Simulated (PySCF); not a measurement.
Input file for PySCF: R-BP86/6-31G* on C2H10OSi (a complex), monomers drawn apart or pushed together.

```python
from pyscf import gto, scf, dft, mp
from pyscf.data.elements import chemcore

mol = gto.M(
    atom='''
    Si   -0.05350744   -0.06743010   -0.08312070
    H    -1.23488905    0.19413194    0.76714472
    H    -0.39871861    0.31536175   -1.47674465
    H     0.30812747   -1.49903288   -0.06645538
    H     1.08787252    0.76881701    0.34872434
    C     0.25312153    1.39627539    6.33095800
    C    -0.11889025   -0.06995828    6.20172932
    O     0.69072354   -0.76390923    5.25306126
    H    -0.41000434    1.89993493    7.03798480
    H     0.17858578    1.89951041    5.36634729
    H     1.27694344    1.50985212    6.69840622
    H    -0.06778077   -0.56692296    7.17788636
    H    -1.14013081   -0.17421182    5.83388370
    H     1.61594380   -0.65750451    5.50027830
    ''',
    basis='6-31g*',
    cart=True,
    charge=0, spin=0, verbose=3, max_memory=1800)
mf = dft.RKS(mol, xc='b88,p86')
mf.conv_tol = 1e-8
mf.max_cycle = 100
mf.kernel()
if not mf.converged:
    mf = mf.newton().run(mf.mo_coeff, mf.mo_occ)
```

The log:

```
converged SCF energy = -446.911320050273
```

The calculation finished and met its thresholds.

Cost: roughly 23 core-seconds.
